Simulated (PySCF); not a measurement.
NICS in rings of unrelated molecules.

Definitions: NICS(0) = −σiso at the ring centroid; NICS(1) = −σiso and NICS(1)zz = −σzz at ±1 Å along the ring normal z. Level: GIAO PBE0/pcSseg-1 (PySCF, non-relativistic, gas phase) on the GFN2-xTB geometries, one conformer each. Atom numbers follow the mapped SMILES.

Question: Order these rings by mean NICS(1)zz, lowest (most negative) first (ppm).
A. ring C2–C3–N4–O5–C6 in `[CH3:1][c:2]1[cH:3][n:4][o:5][cH:6]1`
B. ring Si5–O6–Si7–Si8 in `[CH3:1][CH:2]([CH3:3])[O:4][Si@@H:5]1[O:6][SiH2:7][Si@@H:8]1[Cl:9]`
C. ring C3–C4–C5–O6–N7 in `[CH3:1][O:2][c:3]1[cH:4][cH:5][o:6][n:7]1`
D. ring Si3–O4–C5–C6–O7 in `[CH3:1][NH:2][SiH:3]1[O:4][CH2:5][CH2:6][O:7]1`
E. ring C2–N3–C4–C5–O6 in `[CH3:1][c:2]1[n:3][cH:4][cH:5][o:6]1`
F. ring C5–C7–C8 in `[CH3:1][C@H:2]([S-:3])[CH2:4][C:5]1([OH:6])[CH2:7][CH2:8]1` (charge -1)
G. ring C5–C6–C7–C8–C9–P10 in `[CH3:1][Si:2]([CH3:3])([CH3:4])[c:5]1[cH:6][cH:7][cH:8][cH:9][p:10]1`

Answer: A (-28.1), E (-27.1), G (-25.9), C (-24.2), F (-18.6), D (-4.8), B (1.5).

| SMILES | ring | NICS(0) | NICS(1) | NICS(1)zz | HOMA | rms pucker (Å) | ring atoms with four or more neighbours |
| --- | --- | --- | --- | --- | --- | --- | --- |
| Cc1cnoc1 | 5-membered ring with N and O; formal bonds all aromatic | -11.9 | -11.3 | -28.1 | 0.62 | 0.00 | 0 |
| Cc1ncco1 | 5-membered ring with N and O; formal bonds all aromatic | -11.2 | -10.3 | -27.1 | 0.44 | 0.00 | 0 |
| C[Si](C)(C)c1ccccp1 | 6-membered ring with P; formal bonds all aromatic | -6.7 | -10.4 | -25.9 | 0.92 | 0.00 | 0 |
| COc1ccon1 | 5-membered ring with N and O; formal bonds all aromatic | -11.8 | -10.1 | -24.2 | 0.56 | 0.00 | 0 |
| C[C@H]([S-])CC1(O)CC1 | 3-membered carbocycle; formal bonds all single | -39.2 | -7.8 | -18.6 | – | 0.00 | 3 |
| CN[SiH]1OCCO1 | 5-membered ring with 2 O and Si; formal bonds all single | -7.3 | -2.6 | -4.8 | – | 0.09 | 3 |
| CC(C)O[Si@@H]1O[SiH2][Si@@H]1Cl | 4-membered ring with O and 3 Si; formal bonds all single | -2.5 | -1.7 | 1.5 | – | 0.04 | 3 |

NICS(0) gives another order. The isotropic NICS(1) gives another order. Over the 4 rings with a HOMA value its correlation coefficient with NICS(1)zz is 0.15. HOMA uses Krygowski's 1993 parameters; it is left out where a ring has a four-coordinate atom, a triple bond, no multiple bond or a kind of bond without parameters. NICS(1) and NICS(1)zz are means over the two faces.
